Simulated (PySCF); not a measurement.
Excitations are Tamm–Dancoff values on a coarser integration grid. The basis has no diffuse functions, so Rydberg states are missing or too high.

Z-matrix (Å, degrees):
```
O
C 1 1.4195
H 2 1.0989 1 107.81
H 2 1.1029 3 109.02 1 120.59
H 2 1.1029 3 109.02 4 118.82
Si 1 1.6358 2 126.79 3 180.00
Br 6 2.2059 1 107.14 2 -180.00
Br 6 2.2273 1 110.20 2 59.84
Br 6 2.2273 1 110.20 2 -59.84
```
Charge 0, multiplicity 1.

Give the total energy, S1–T1 gap (TDA) and HOMO at the level PBE-D3(BJ)/def2-TZVP // B3LYP-D3(BJ)/def2-SVP in PySCF 2.14.0.


```yaml
total_energy: -8125.9115 Ha
S1–T1 gap (TDA): 0.29 eV
HOMO: -7.18 eV
```
